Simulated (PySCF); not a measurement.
Job file and geometry (Å, from GFN2-xTB) of an NMR shielding run on `CO[C@H]1CC[BH2-][N+]1(C)C`, C$_{6}$H$_{16}$BNO, PySCF, GIAO PBE0/pcSseg-1 NMR shielding, non-relativistic, gas phase; density fitting, a coarse starting grid and PySCF grid level 2 are the driver's defaults:

```
$ OMP_NUM_THREADS=1 python probes_run.py task.json out

{"job": {"kind": "nmr", "xc": "PBE0", "basis": "pcSseg-1"}, "charge": 0, "multiplicity": 1}
C      2.841895    -0.158750     0.622719
O      1.649970    -0.631582     0.050512
C      0.516821     0.157848     0.353909
C      0.442555     1.509028    -0.361791
C     -1.052049     1.873917    -0.416318
B     -1.861228     0.569498     0.156004
N     -0.696628    -0.584144    -0.013668
C     -0.896550    -1.737680     0.857971
C     -0.629694    -1.042539    -1.402381
H      3.606660    -0.897830     0.391340
H      2.746312    -0.059662     1.710918
H      3.134909     0.809151     0.203872
H      0.470866     0.323921     1.442258
H      0.879398     1.409523    -1.357950
H      1.029332     2.250521     0.181816
H     -1.327314     2.142357    -1.436865
H     -1.237377     2.761870     0.186856
H     -2.087551     0.644759     1.325125
H     -2.804797     0.222546    -0.477906
H     -0.953786    -1.407610     1.892953
H     -1.838220    -2.217655     0.600304
H     -0.076542    -2.450520     0.747839
H      0.250327    -1.669034    -1.553588
H     -0.587535    -0.185711    -2.066369
H     -1.530709    -1.608078    -1.628427
```

Task: What does the program print?

Result: 
```
coarse grid: 19672 points
cycle   1  E = -392.3916077224  dE =  1.079e+00  |g| = 6.874e-01  |ddm| = 4.199e+00
cycle   2  E = -392.3452807333  dE =  4.633e-02  |g| = 8.764e-01  |ddm| = 1.356e+00
cycle   3  E = -392.4985136816  dE = -1.532e-01  |g| = 1.038e-01  |ddm| = 7.551e-01
cycle   4  E = -392.5003752766  dE = -1.862e-03  |g| = 4.359e-02  |ddm| = 1.303e-01
cycle   5  E = -392.5007925207  dE = -4.172e-04  |g| = 8.364e-03  |ddm| = 4.518e-02
cycle   6  E = -392.5008072838  dE = -1.476e-05  |g| = 2.697e-03  |ddm| = 9.595e-03
cycle   7  E = -392.5008090657  dE = -1.782e-06  |g| = 2.925e-04  |ddm| = 2.609e-03
final grid: 186608 points
cycle   8  E = -392.5649772412  dE = -9.735e-05  |g| = 1.360e-02  |ddm| = 5.100e-02
cycle   9  E = -392.5649483281  dE =  2.891e-05  |g| = 1.844e-02  |ddm| = 2.485e-02
cycle  10  E = -392.5650178912  dE = -6.956e-05  |g| = 2.072e-03  |ddm| = 1.459e-02
cycle  11  E = -392.5650187405  dE = -8.493e-07  |g| = 2.873e-04  |ddm| = 1.815e-03
cycle  12  E = -392.5650187564  dE = -1.596e-08  |g| = 8.101e-05  |ddm| = 3.339e-04
cycle  13  E = -392.5650187577  dE = -1.242e-09  |g| = 3.416e-05  |ddm| = 9.504e-05
cycle  14  E = -392.5650187580  dE = -2.742e-10  |g| = 3.917e-06  |ddm| = 3.286e-05
converged SCF energy = -392.5650187580

GIAO shielding tensors (ppm)
atom      isotropic    diamagn.    paramagn.     s11        s22        s33       span
  0 C      128.672     243.910    -115.238     97.765    104.347    183.902     86.137
  1 O      289.010     401.263    -112.253    246.456    275.392    345.182     98.725
  2 C       83.670     249.997    -166.327     53.909     79.398    117.704     63.794
  3 C      156.713     250.572     -93.860    129.036    161.898    179.204     50.168
  4 C      182.345     249.803     -67.458    168.571    178.551    199.912     31.341
  5 B      110.664     188.314     -77.650     85.250    102.094    144.649     59.399
  6 N      190.564     322.682    -132.118    165.681    186.169    219.843     54.162
  7 C      138.022     247.272    -109.251    102.038    126.076    185.952     83.915
  8 C      146.277     249.634    -103.356    124.077    131.318    183.438     59.361
  9 H       27.815      28.420      -0.604     23.457     25.109     34.881     11.424
 10 H       28.539      29.543      -1.004     24.503     25.758     35.355     10.852
 11 H       28.244      29.628      -1.384     23.483     26.382     34.868     11.385
 12 H       27.746      35.392      -7.646     26.496     27.180     29.562      3.066
 13 H       30.141      33.184      -3.044     26.243     28.867     35.312      9.069
 14 H       29.310      32.069      -2.758     23.635     29.249     35.046     11.411
 15 H       30.850      31.207      -0.358     27.012     27.295     38.241     11.230
 16 H       30.961      31.018      -0.057     26.300     27.624     38.959     12.659
 17 H       29.490      32.143      -2.653     25.007     29.375     34.089      9.082
 18 H       29.414      31.896      -2.481     25.642     28.585     34.016      8.374
 19 H       29.398      30.814      -1.416     25.437     26.571     36.187     10.750
 20 H       29.063      29.940      -0.876     24.980     26.321     35.889     10.909
 21 H       29.009      31.002      -1.993     24.601     27.331     35.097     10.496
 22 H       29.190      32.073      -2.883     23.800     28.656     35.113     11.313
 23 H       29.219      32.323      -3.104     24.201     28.251     35.206     11.004
 24 H       29.652      31.079      -1.426     25.795     26.932     36.230     10.435
```

Size and cost of the density-fitted run: 233 basis functions, 72 s wall time on 1 thread of an Arm Neoverse V1, shared host; peak memory 1.1 GiB.
